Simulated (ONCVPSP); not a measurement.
Reading a pseudo-wave (silicon)

Columns: radius, all-electron u(r) and pseudo u(r) of the 3s shell (level -10.86 eV) of silicon in the configuration [Ne] 3s2 3p2; PW91, scalar-relativistic, ONCV scheme, ONCVPSP 4.0.1.

```
r (bohr)  all-electron  pseudo
   0.103        0.1165  0.0232
   0.205       -0.1429  0.0483
   0.308       -0.3085  0.0778
   0.410       -0.3355  0.1128
   0.513       -0.2659  0.1551
   0.615       -0.1450  0.2043
   0.718       -0.0019  0.2607
   0.820        0.1407  0.3216
   0.923        0.2742  0.3860
   1.025        0.3902  0.4502
   1.128        0.4888  0.5129
   1.230        0.5681  0.5707
   1.332        0.6304  0.6223
   1.435        0.6773  0.6664
   1.538        0.7097  0.7009
   1.640        0.7291  0.7242
   1.743        0.7378  0.7362
   1.845        0.7371  0.7369
   1.948        0.7287  0.7287
   2.050        0.7142  0.7142
   2.153        0.6947  0.6947
   2.255        0.6717  0.6717
   2.358        0.6457  0.6456
   2.460        0.6179  0.6179
   2.562        0.5890  0.5890
   2.665        0.5590  0.5590
```

**Question.** How many radial nodes do the two functions have?

**Answer.** The all-electron 3s function has n − l − 1 = 2; the pseudo-wave has 0, since the states of the same l below it are removed with the core.

**Question.** At about which radius was the pseudo-wave matched?

**Answer.** 1.90 bohr, where the columns begin to agree (steps of 0.10 bohr).

**Question.** Where does each function peak?

**Answer.** Outermost all-electron maximum near 1.74 bohr, pseudo maximum near 1.84 bohr (to the table’s step).

**Question.** Is the pseudo-wave norm-conserving?

**Answer.** Yes: the ONCV scheme keeps the norm inside the radius equal to the all-electron one, which fixes the energy derivative of the logarithmic derivative at the level.
